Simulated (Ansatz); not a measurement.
A nudged elastic band was laid between two geometries of C3H7BO2 (13 atoms, charge 0, multiplicity 1).

Theory: Ansatz, RKS PBE/def2-SVP.

| Property | Result |
| --- | --- |
| movable images | 7 |
| climbing image | yes |
| spring | 5.0 eV/Å² |
| optimiser | quadratic models (default) |
| start path | through a guess of the saddle point |
| force threshold | 0.05 eV/Å |
| iteration limit | 60 |
| end points | relaxed |

First end point:

```xyz
13
Properties=species:S:1:pos:R:3
C -0.670 -1.463 -0.174
C 0.756 -0.980 0.107
B 1.038 0.559 0.118
C -0.109 1.612 -0.120
O -0.299 1.893 -1.301
O -0.833 2.136 0.888
H -0.763 -2.566 -0.110
H -0.999 -1.158 -1.188
H -1.392 -1.025 0.546
H 1.501 -1.472 -0.560
H 1.100 -1.303 1.124
H 2.176 0.983 0.216
H -1.485 2.748 0.468
```

Last end point:

```xyz
13
Properties=species:S:1:pos:R:3
C -0.658 -1.458 -0.251
C 0.771 -0.974 0.016
B 1.034 0.565 0.121
C -0.134 1.613 -0.007
O -0.374 1.965 -1.159
O -0.822 2.065 1.061
H -1.363 -1.073 0.515
H -0.736 -2.564 -0.251
H -1.021 -1.096 -1.234
H 1.499 -1.409 -0.707
H 1.152 -1.360 0.997
H 2.169 0.998 0.207
H -1.497 2.693 0.707
```

What changes between the two ends?

No bond is made or broken. The dihedral H7–C1–C2–B3 goes from -177 to -56°. The two ends are copies of one structure, up to a mirror image or an exchange of like atoms.

What energy profile does the band end with?

The forces met the threshold. The highest image is number 3 of 0 to 8, 0.118 eV above the ends, which have the same energy within 2 meV. A vibrational analysis at the climbing image gives one clearly imaginary mode, 238i cm⁻¹: a first-order saddle point.

| image | path coordinate (Å) | energy (eV) | dihedral H7–C1–C2–B3 (°) |
| --- | --- | --- | --- |
| 0 | 0.00 | 0.000 | -177 |
| 1 | 0.56 | 0.023 | -159 |
| 2 | 1.13 | 0.084 | -139 |
| 3 | 1.69 | 0.118 | -120 |
| 4 | 2.23 | 0.089 | -101 |
| 5 | 2.77 | 0.040 | -82 |
| 6 | 3.31 | 0.015 | -67 |
| 7 | 3.86 | 0.005 | -61 |
| 8 | 4.40 | 0.000 | -56 |

What is the geometry of the highest image?


```xyz
13
Properties=species:S:1:pos:R:3:forces:R:3
C -0.686 -1.502 -0.150 0.00 0.01 0.00
C 0.752 -0.961 -0.011 0.00 0.00 0.01
B 1.013 0.561 0.225 0.00 -0.01 0.00
C -0.082 1.664 -0.051 0.03 -0.01 0.00
O -0.100 2.132 -1.185 -0.01 0.01 0.01
O -0.952 2.034 0.914 -0.02 0.01 0.00
H -0.915 -2.255 0.630 0.00 0.00 0.00
H -0.856 -1.996 -1.127 0.00 0.00 0.00
H -1.448 -0.703 -0.052 0.00 0.00 0.00
H 1.357 -1.167 -0.931 0.00 0.00 0.00
H 1.337 -1.516 0.759 0.00 0.00 0.00
H 2.137 0.954 0.483 0.00 0.00 0.00
H -1.536 2.721 0.512 0.00 0.00 -0.01
```

What are the harmonic wavenumbers there?

238i, 31, 80, 126, 184, 362, 479, 501, 627, 713, 765, 828, 853, 952, 973, 1056, 1100, 1153, 1162, 1244, 1326, 1360, 1377, 1423, 1427, 1732, 2547, 2924, 2978, 2981, 3060, 3067, 3542 cm⁻¹.

The band took 15 iterations and about 8 core-minutes.

The run took 4.1 min on 2 threads of Arm Neoverse V2, with other jobs on the host, peak memory 0.15 GiB.
